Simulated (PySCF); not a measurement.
Gas-phase reaction: 2 SnCl3 + 4 H = 2 SnH2Cl2 + Cl2

Computed with PySCF (xtb for GFN2) and rigid-rotor harmonic-oscillator thermochemistry at 1 bar. † marks an energy on the PBE0/def2-TZVP geometry and frequencies; other levels use their own. MP2 freezes the core. Open shells (unrestricted): SnCl3 (multiplicity 2), H (multiplicity 2); the rest are closed-shell singlets. GFN2 has no spin-polarisation term. B3LYP is the form with VWN-RPA correlation. Sn: scalar-relativistic def2 core potential, no spin-orbit coupling. SnCl3, SnH2Cl2: computed as isolated molecules; such fragments, hydroxides, amides, oligomers or adducts are transient or little studied in the gas. MP2 isn't extrapolated to the basis-set limit; its ΔH°(298 K) is -589.0 kJ in def2-SVP and -644.4 kJ in def2-TZVPP. The harmonic model lacks anharmonicity and excited electronic states, which grow with temperature; levels with a mode under 35 cm⁻¹ are left out. Soft modes under 120 cm⁻¹ make the harmonic entropy rough for SnCl3, SnH2Cl2.

```tsv
level	ΔE electronic, kJ	ΔH°(298 K), kJ	ΔS°(298 K), J/K	ΔG°(1000 K), kJ
B3LYP/def2-TZVP†	-727	-676	-309	-346
GFN2-xTB	-747	-711	-321	-373
M06-2X/def2-TZVP†	-686	-636	-309	-305
MP2/def2-TZVPP†	-695	-644	-309	-314
PBE/def2-SVP	-652	-605	-313	-272
PBE0/def2-TZVP	-701	-650	-309	-320
r2SCAN/def2-TZVP†	-694	-643	-309	-313
```
ΔH° is lowest at GFN2-xTB and highest at PBE/def2-SVP. No reference value is set beside these.
